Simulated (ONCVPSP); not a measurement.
## beryllium (Be): variants of one ONCV potential

Base potential:

* Element: Be
* Generator: ONCVPSP 4.0.1
* Type: optimised norm-conserving Vanderbilt (ONCV)
* Functional: BLYP
* Relativity: scalar-relativistic
* Frozen core: none
* Valence charge: 4
* Reference configuration: 1s2 2s2
* Partial waves: 1s+2s: rc 0.90 bohr, ncon 4, nbas 7, qcut 11.7 1/bohr, 2 projectors; p scattering state at 0.43 Ha: rc 0.90 bohr, ncon 5, nbas 8, qcut 8.7 1/bohr, 2 projectors, debl 1.5 Ha
* Local potential: polynomial inside 0.70 bohr (lpopt 5, dvloc0 3 Ha)
* Core correction: none

Cutoffs, loose and tight: the cutoffs (Ha) at which the residual kinetic energy of the hardest occupied pseudo-wave falls to 1 and 0.1 mHa per electron. They do not see the model core or the augmentation charge, which bear on the density cutoff. Test errors are all-electron minus pseudo excitation energies from the reference, over the configurations 1s2 2s1; 1s2 2s0; 1s2 2s1.5; 1s2 2s1 2p1. A dash means not determined; rows that change the core or the reference have their own tests.

```csv
change,outcome,"cutoff, loose","cutoff, tight",bound ghosts,GHOST(+) flags above zero,largest test error (meV)
base,generated,61 Ha,87 Ha,none,none,+5.1
"all radii scaled by about 0.80 (s 0.72, p 0.72 bohr); local potential polynomial inside 0.56 bohr (lpopt 5, dvloc0 3 Ha)",generated,173 Ha,240 Ha,none,p,+4.4
"all radii scaled by about 1.04 (s 0.94, p 0.94 bohr); local potential polynomial inside 0.72 bohr (lpopt 5, dvloc0 3 Ha)",generated,58 Ha,68 Ha,none,none,+5.1
"all radii scaled by about 1.11 (s 1.00, p 1.00 bohr); local potential polynomial inside 0.78 bohr (lpopt 5, dvloc0 3 Ha)",generated,55 Ha,63 Ha,none,none,+4.7
"all radii scaled by about 1.29 (s 1.16, p 1.16 bohr); local potential polynomial inside 0.90 bohr (lpopt 5, dvloc0 3 Ha)",generated,48 Ha,55 Ha,none,none,+1.6
```

Problem. What comes out with this change to the base: all radii scaled by about 1.20 (s 1.08, p 1.08 bohr); local potential polynomial inside 0.84 bohr (lpopt 5, dvloc0 3 Ha)?

Solution. outcome: generated; cutoff, loose: 51 Ha; cutoff, tight: 59 Ha; bound ghosts: none; GHOST(+) flags above zero: none; largest test error (meV): +3.1.

Problem. What comes out with this change to the base: all radii scaled by about 0.89 (s 0.80, p 0.80 bohr); local potential polynomial inside 0.62 bohr (lpopt 5, dvloc0 3 Ha)?

Solution. outcome: generated; cutoff, loose: 70 Ha; cutoff, tight: 180 Ha; bound ghosts: none; GHOST(+) flags above zero: p; largest test error (meV): +4.9.

Reading the sweep of the scale of all radii (base = 1) (base included, trends over the rows without a ghost): The loose cutoff falls from 173 Ha at 0.8 to 48 Ha at 1.29. A larger radius leaves more room for a smooth pseudo-wave, so fewer plane waves are needed; a smaller one forces it to follow the all-electron wave where it bends sharply. The median size of the test errors (rows with all tests solved) stays near 1.0 meV.
